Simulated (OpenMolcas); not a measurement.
# Be⁺: CASPT2 settings compared

```yaml
Program: OpenMolcas
Basis: ANO-L-VQZP [5s4p3d2f]
Scalar_Hamiltonian: non-relativistic, point nucleus
Active_space: 1 electron in 8 orbitals (2s 2p 3s 3p)
State_averaging: 2S+1 = 2 even, 1 root; 2S+1 = 2 odd, 3 roots
Spin-orbit_coupling: RASSI with atomic mean-field integrals over the reference wave functions, term energies averaged over their components
```

Methods on the same reference wave functions:
A. CASSCF
B. SS-CASPT2, IPEA 0 Eh, no level shift (closed shells correlated: 1s)
C. SS-CASPT2, IPEA 0.75 Eh, no level shift (closed shells correlated: 1s)
D. XMS-CASPT2, IPEA 0.4 Eh, imaginary shift 0.25 Eh (closed shells correlated: 1s)

Energies in cm⁻¹ above 2s ²S_1/2, the measured ground level; measured values from NIST Handbook of Basic Atomic Spectroscopic Data.

```csv
Level,A,B,C,D,Measured
2s ²S_1/2,0.0,0.0,0.0,0.0,0.0
2p ²P°_1/2,32177,31955,31956,31943,31929
2p ²P°_3/2,32182,31960,31961,31948,31935
```

Deviations, from unrounded energies. A percentage is the sum of absolute deviations over the sum of measured energies, with the sign that they share, or ± where signs differ.

```csv
Against measurement,Levels,A,B,C,D
mean absolute deviation (cm-1),2,250,26,27,13
other configurations (%),2,+0.8,+0.1,+0.1,+0.0
```

D lies closest to measurement on these levels and A furthest from it. The largest miss of D in the table is 2p ²P°_1/2, by +14 cm-1. The ranking rests on the paired levels alone, and a cruder setting can come out closer through cancelling errors.

Among B to D the level of the table that moves most is 2p ²P°_1/2, by 13 cm-1 (lowest in D, highest in C).

The lowest spin-free term lies below A's lowest term by 0.006 hartree in B, 0.006 hartree in C, 0.006 hartree in D.

With one active electron outside closed inactive shells, the extra shells (3p 3s) add no correlation to the reference. ANO sets are built for ground and valence states and can reach diffuse excited orbitals poorly. With one active electron the reference holds no correlation, so core polarisation is missing (holds for A). With one active electron, CASPT2 adds the correlation within the correlated inactive shells and between them and that electron, and leaves the splitting within a term as the reference gives it (holds for B; C; D). Measured partners are found by configuration, term and J. A level has none where our copy of the source lacks it or the pairing is in doubt (some pairs that miss far off the trend of their configuration count as doubtful), and it then counts in no deviation. Levels of configurations outside the active space are missing.

° marks odd parity.
